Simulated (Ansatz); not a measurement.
Ligand exchange: GeH(CH3)2Br + C2H3ClO → GeH(CH3)2Cl + C2H3BrO

Species: GeH(CH3)2Br, singlet; C2H3ClO (acetyl chloride) `CC(=O)Cl`, singlet; GeH(CH3)2Cl, singlet; C2H3BrO `CC(=O)Br`, singlet. The partners trade Br for Cl: Ge–Br and C–Cl bonds give way to Ge–Cl and C–Br.

Shapes, held fixed at every level: PBE0-D4/def2-TZVP. Programs: Ansatz 0.2.0. Electronic energies: no zero-point or thermal term.

```tsv
level	kind	ΔE (kJ/mol)	less CCSD(T)/def2-TZVPP	CPU time (sum over the molecules)
HF/def2-TZVPP	Hartree–Fock	+9.9	+5.3	–
PBE-D4/def2-TZVPP	GGA	+4.0	-0.6	30 s
r2SCAN-D4/def2-TZVPP	meta-GGA	+4.0	-0.6	54 s
B3LYP-D4/def2-TZVPP	global hybrid	+3.4	-1.2	54 s
PBE0-D4/def2-TZVPP	global hybrid	+6.9	+2.3	38 s
wB97M-V/def2-TZVPP	range-separated hybrid	+7.2	+2.6	2.1 min
B2PLYP/def2-TZVPP	double hybrid	+3.8	-0.8	63 s
CCSD(T)/def2-TZVPP	coupled cluster or CI	+4.6	0.0	15 min
```

The highest level, CCSD(T)/def2-TZVPP, gives ΔE = +4.6 kJ/mol; the levels span +3.4 to +9.9. The column of differences is taken from that level and isn't an error. No measured value is set beside it here. Relativity is left out for Br, Ge. Outer-core shells of Br, Ge are correlated, in sets that cover them unevenly. Times are processor times on shared x86 and Arm servers, and rough.
